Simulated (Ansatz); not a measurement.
Species: sum formula BOBr$_{2}$, net charge -1, singlet state. It need not be the lowest isomer of its formula. Whether it binds its extra electron was not tested at this geometry. 
Coordinates optimised at B3LYP-D3(BJ)/def2-TZVP (Ansatz, an electronic-structure program):
SMILES: [O-]B(Br)Br
```xyz
4

O     -0.1092     2.1330    -0.0306
B     -0.0458     0.8940    -0.0128
Br     1.6905    -0.2222    -0.0123
Br    -1.6590    -0.3931     0.0211
```
Charge -1, spin multiplicity 1.

Total electronic energies in hartree. Cores are frozen in the correlated levels unless marked. No spin-orbit coupling. The frozen core is the preceding noble-gas configuration, with the filled d and f shells of earlier blocks. Non-relativistic. CBS(X,Y): correlation extrapolated as X^-3; Hartree-Fock from the larger set.

| level | program | energy (Eh) |
|---|---|---|
| HF/6-31G | Ansatz | -5243.78021 |
| RI-HF/cc-pVTZ | Ansatz | -5244.68669 |
| PBE-D4/def2-TZVPD | Ansatz + dftd4 | -5247.75001 |
| BLYP-D4/def2-TZVPD | Ansatz + dftd4 | -5248.67665 |
| BLYP/def2-TZVPD | Ansatz | -5248.66617 |
| revPBE-D3(BJ)/def2-TZVPD | Ansatz + dftd3 | -5248.16690 |
| revPBE/def2-TZVPD | Ansatz | -5248.15795 |
| PBE0/def2-SVP | Ansatz | -5247.17354 |
| PBE0-D3(BJ)/def2-TZVP | Ansatz + dftd3 | -5247.92127 |
| BHLYP-D4/def2-TZVPD | Ansatz + dftd4 | -5248.56895 |
| BHLYP/def2-TZVPD | Ansatz | -5248.56205 |
| HSE06-D4/def2-TZVPD | Ansatz + dftd4 | -5247.92922 |
| LC-wPBE/def2-TZVPD | Ansatz | -5247.84912 |
| wB97M-V/def2-TZVPD | Ansatz | -5248.32044 |
| B2PLYP-D4/def2-TZVPD | Ansatz + dftd4 | -5247.73173 |
| B2PLYP/def2-TZVPD | Ansatz | -5247.72843 |
| SCS-MP2/cc-pV5Z | Ansatz | -5245.45166 |
| CCSD/STO-3G | Ansatz | -5187.71819 |
| CCSD/aug-cc-pVTZ | Ansatz | -5245.39199 |
| CCSD/aug-cc-pVQZ | Ansatz | -5245.45438 |
| CCSD/CBS(aug-cc-pVTZ,aug-cc-pVQZ) | Ansatz | -5245.4913 |
| CCSD(T)/cc-pVQZ | Ansatz | -5245.48344 |
| CCSD(T)/CBS(aug-cc-pVTZ,aug-cc-pVQZ) | Ansatz | -5245.5313 |

Totals of different functionals don't rank their quality; only differences between species are comparable.
